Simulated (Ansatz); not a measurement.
Z-matrix (Å, degrees):
```
C
C 1 1.522
H 1 1.095 2 110.9
H 1 1.092 2 111.2 3 -119.8
H 1 1.096 2 112.0 3 120.7
C 2 1.526 1 111.6 3 -57.9
C 2 1.524 1 110.7 3 65.2
H 2 1.096 1 108.0 3 -176.6
Sn 6 2.133 2 113.3 1 -59.8
H 6 1.095 2 110.9 1 61.7
H 6 1.093 2 111.8 1 -178.6
H 7 1.095 2 110.7 1 -61.4
H 7 1.092 2 111.3 1 178.7
H 7 1.093 2 111.1 1 58.4
F 9 1.929 6 104.6 2 -43.7
C 9 2.132 6 128.2 2 80.6
F 9 1.927 6 106.1 2 -151.6
C 16 1.526 9 114.3 6 27.0
H 16 1.095 9 105.8 6 149.4
H 16 1.093 9 106.1 6 -96.6
C 18 1.522 16 111.6 9 59.5
C 18 1.524 16 110.2 9 -177.2
H 18 1.098 16 108.5 9 -59.6
H 21 1.092 18 111.2 16 179.1
H 21 1.096 18 112.3 16 -60.7
H 21 1.094 18 110.7 16 59.1
H 22 1.093 18 111.2 16 178.1
H 22 1.092 18 111.3 16 57.6
H 22 1.094 18 110.5 16 -62.2
```

The species carries charge 0 and has multiplicity 1. Sn takes the def2 core potential.

(1) List the r2SCAN/def2-TZVPP orbital energies in eV (the Gaussian-basis code of Ansatz). (An estimate is asked.)

Answers

(1) Ansatz gave: Occupied: -664.54, -664.54, -273.80, -273.68, -273.55, -273.55, -273.17, -273.15, -273.04, -272.98, -137.35, -92.23, -92.20, -92.08, -29.54, -29.36, -26.59, -26.58, -26.52, -26.35, -25.96, -21.55, -21.47, -18.20, -18.18, -18.09, -17.91, -14.92, -14.86, -12.79, -12.32, -12.08, -11.58, -11.52, -11.06, -10.91, -10.21, -10.12, -10.02, -10.00, -9.77, -9.29, -9.25, -9.10, -9.03, -8.83, -8.75, -8.68, -8.65, -8.53, -8.41, -8.04, -6.91. Lowest empty: -0.94, -0.19, 0.06, 1.06, 1.17, 1.63, 1.72, 2.09.
